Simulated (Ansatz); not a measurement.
Cost and result for the atomization energy of `[CH3][Al]1[S][CH]1F` (9 atoms, 9 bonds).

Z-matrix (Å, degrees):
```
C
Al 1 1.933
H 1 1.093 2 110.2
H 1 1.092 2 111.2 3 120.2
H 1 1.093 2 110.8 3 -119.0
S 2 2.126 1 148.7 3 -112.6
C 2 1.930 1 155.9 3 59.1
F 7 1.379 2 120.7 1 -71.5
H 7 1.088 2 128.5 1 87.2
```

Charge 0, multiplicity 1. Geometry: relaxed with PBE0-D4/def2-TZVP. Program: Ansatz. All runs use 4 threads of an AMD EPYC 7B13 on a shared host. Times are those of one run each, without the atoms' runs, and a repeat can differ threefold. Electronic energies, without spin–orbit coupling; frozen cores. CCSD(T)/CBS adds CCSD(T) − MP2 in def2-TZVPP to the MP2 limit, and its time is that of the two runs behind it. T1 = 0.014. B3LYP takes the VWN-RPA correlation (the form of Gaussian; ORCA's B3LYP/G).

CCSD(T)/CBS is a level of theory with its own doubt, some kJ/mol a heavy atom from the limit and from the frozen cores, so smaller differences don't rank the functionals.

| level | functions | wall time |
| --- | --- | --- |
| PBE-D4/def2-TZVPP (with forces) | 233 | 2 s |
| PBE0-D4/def2-TZVPP | 233 | 2.5 s |
| r2SCAN-D4/def2-TZVPP (with forces) | 233 | 3.4 s |
| B3LYP-D4/def2-TZVPP (with forces) | 233 | 3.7 s |
| B2PLYP/def2-TZVPP | 233 | 4.2 s |
| ωB97X-V/def2-TZVPP | 233 | 5.5 s |
| ωB97M-V/def2-TZVPP (with forces) | 233 | 8 s |
| MP2/def2-QZVPP | 431 | 14 s |
| CCSD(T)/def2-TZVPP | 233 | 70 s |
| CCSD(T)/CBS(def2) | – | 83 s |

(1) What atomization energy does each give, and how far from CCSD(T)/CBS? (Estimate.)

Results:

(1) The calculation gave: 
```json
{"level": "PBE-D4/def2-TZVPP (with forces)", "atomization (kcal/mol)": "789.6", "difference from CCSD(T)/CBS": "22.9", "per bond": "2.6"}
{"level": "PBE0-D4/def2-TZVPP", "atomization (kcal/mol)": "771.7", "difference from CCSD(T)/CBS": "5.0", "per bond": "0.6"}
{"level": "r2SCAN-D4/def2-TZVPP (with forces)", "atomization (kcal/mol)": "774.7", "difference from CCSD(T)/CBS": "8.0", "per bond": "0.9"}
{"level": "B3LYP-D4/def2-TZVPP (with forces)", "atomization (kcal/mol)": "762.9", "difference from CCSD(T)/CBS": "-3.8", "per bond": "-0.4"}
{"level": "B2PLYP/def2-TZVPP", "atomization (kcal/mol)": "756.2", "difference from CCSD(T)/CBS": "-10.5", "per bond": "-1.2"}
{"level": "ωB97X-V/def2-TZVPP", "atomization (kcal/mol)": "769.9", "difference from CCSD(T)/CBS": "3.2", "per bond": "0.4"}
{"level": "ωB97M-V/def2-TZVPP (with forces)", "atomization (kcal/mol)": "771.0", "difference from CCSD(T)/CBS": "4.3", "per bond": "0.5"}
{"level": "MP2/def2-QZVPP", "atomization (kcal/mol)": "776.4", "difference from CCSD(T)/CBS": "9.7", "per bond": "1.1"}
{"level": "CCSD(T)/def2-TZVPP", "atomization (kcal/mol)": "743.6", "difference from CCSD(T)/CBS": "-23.1", "per bond": "-2.6"}
{"level": "CCSD(T)/CBS(def2)", "atomization (kcal/mol)": "766.7", "difference from CCSD(T)/CBS": "0.0", "per bond": "0.0"}
```

From PBE to PBE0 (25 % exact exchange), in def2-TZVPP and without D4, the atomization energy moves by −17.3 kcal/mol: exact exchange takes away binding that semilocal exchange gives to molecules. In def2-TZVPP, CCSD(T) changes the Hartree–Fock value by +200.6 kcal/mol (the triples alone add +15.1 kcal/mol) and MP2 by +219.9 kcal/mol; breaking electron pairs costs correlation energy, which Hartree–Fock lacks. The D4 term adds +6.9 kcal/mol with B3LYP and +3.6 kcal/mol with PBE0; it sums over pairs of atoms, weighted by their polarisabilities, and B3LYP, whose exchange is more repulsive, gets the larger term.
